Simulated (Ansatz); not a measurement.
Computed with Ansatz on PBE0-D4/def2-TZVP structures; ΔE is electronic, products minus reactants. CCSD(T)/CBS adds triple-zeta CCSD(T) − MP2 to the extrapolated MP2 energy (def2 sets, frozen cores). DFT in def2-TZVPP. def2 core potentials past Kr. For Te outer-core shells are correlated without core-valence functions, which leaves a few kJ/mol of doubt a bond. Each species was taken in one conformer, which may not be the lowest.

`O[SiH](F)[TeH]` + `CN([SiH2]O)[SiH2]Cl` → `O[SiH2][TeH]` + `CN([SiH2]Cl)[SiH](O)F`  (redistribution)

`O[SiH](F)[TeH]`:

```xyz
7

O    -1.094    1.257    0.533
Si    0.225    0.322    0.347
F     0.280   -0.855    1.421
Te    0.169   -0.748   -1.901
H    -1.950    0.884    0.312
H     1.381    1.200    0.595
H     0.989   -2.060   -1.307
```

`CN([SiH2]O)[SiH2]Cl`:

Z-matrix (Å, degrees):
```
C
N 1 1.463
H 1 1.092 2 110.5
H 1 1.094 2 111.2 3 -118.9
H 1 1.095 2 111.8 3 120.3
Si 2 1.734 1 117.6 3 179.4
Si 2 1.707 1 120.4 3 -11.5
O 6 1.640 2 109.2 1 155.2
H 6 1.481 2 112.8 1 -88.4
H 6 1.489 2 106.7 1 32.2
Cl 7 2.079 2 112.2 1 -94.2
H 7 1.480 2 108.7 1 22.8
H 7 1.476 2 111.5 1 148.0
H 8 0.960 6 117.9 2 -59.3
```

`O[SiH2][TeH]`:

Z-matrix (Å, degrees):
```
Si
Te 1 2.499
O 1 1.643 2 113.5
H 1 1.478 2 108.1 3 116.6
H 1 1.485 2 106.3 3 -123.7
H 2 1.657 1 91.0 3 97.5
H 3 0.959 1 117.4 2 -44.3
```

`CN([SiH2]Cl)[SiH](O)F`:

```xyz
14

C    -1.639    0.436   -0.481
N    -0.232    0.206   -0.140
Si    0.462    1.034    1.193
Cl    0.632   -0.220    2.839
Si    0.650   -0.975   -1.014
O     1.973   -1.397   -0.166
F     1.210   -0.410   -2.389
H    -1.762    1.314   -1.122
H    -2.047   -0.427   -1.013
H    -2.246    0.579    0.416
H     1.833    1.497    0.909
H    -0.446    2.133    1.588
H    -0.250   -2.092   -1.365
H     1.862   -1.678    0.745
```

```tsv
level	ΔE (kcal/mol)
r2SCAN	-3.4
MP2/def2-QZVPP	-3.3
```

What does CCSD(T)/CBS give? (Best estimate.)

The calculation gave: -3.5 kcal/mol. The listed levels differ from it by 0.1, 0.2 kcal/mol.

Largest T1 diagnostic among the species: 0.012.
